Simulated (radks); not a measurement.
Task: Excited configurations of Pb IV: one electron is placed in a higher orbital outside [Xe] 4f14 5d10. The ground configuration is [Xe] 4f14 5d10 6s1. Method: non-relativistic Kohn-Sham, LDA (Slater exchange, Perdew-Wang correlation), spin-unpolarised, spherical densities, point nucleus; relativity is left out, which matters for an element this heavy; computed with a radial shooting solver on a logarithmic mesh with Libxc functionals. Excitation = E - E(ground); binding = E(ion) - E, where the ion is the core of charge +4; n* = 4/sqrt(2 binding) in atomic units, and the quantum defect is n - n*.

| outer orbital | excitation (eV) | binding (eV) | n* | quantum defect | eigenvalue (eV) | <r> (bohr) |
|---|---|---|---|---|---|---|
| 6p | 7.827 | 30.344 | 2.678 | 3.322 | -26.346 | 2.636 |
| 6d | 18.639 | 19.532 | 3.338 | 2.662 | -16.822 | 3.597 |
| 6f | 27.853 | 10.318 | 4.593 | 1.407 | -8.861 | 6.419 |
| 7s | 19.725 | 18.446 | 3.435 | 3.565 | -16.432 | 4.565 |
| 7p | 22.409 | 15.762 | 3.716 | 3.284 | -13.982 | 5.119 |
| 7d | 26.585 | 11.586 | 4.335 | 2.665 | -10.205 | 6.524 |
| 7f | 31.043 | 7.129 | 5.526 | 1.474 | -6.272 | 10.12 |

Estimate the row for 5f.

Result: excitation (eV) 22.637; binding (eV) 15.534; n* 3.743; quantum defect 1.257; eigenvalue (eV) -12.569; <r> (bohr) 3.479. The Delta-SCF ionisation energy is 38.171 eV (NIST Atomic Spectra Database: 42.333 eV, measured). Self-interaction in the functional shifts the binding energies and quantum defects, so they are the method's values and not measured ones. Relativity is left out here, which matters for elements this heavy. Spin polarisation and multiplet splitting are left out, so open shells lie too high by an amount that depends on their filling.

Beside tabulated values, note that spin-unpolarised runs miss the spin-polarisation part of the exchange energy of open shells.
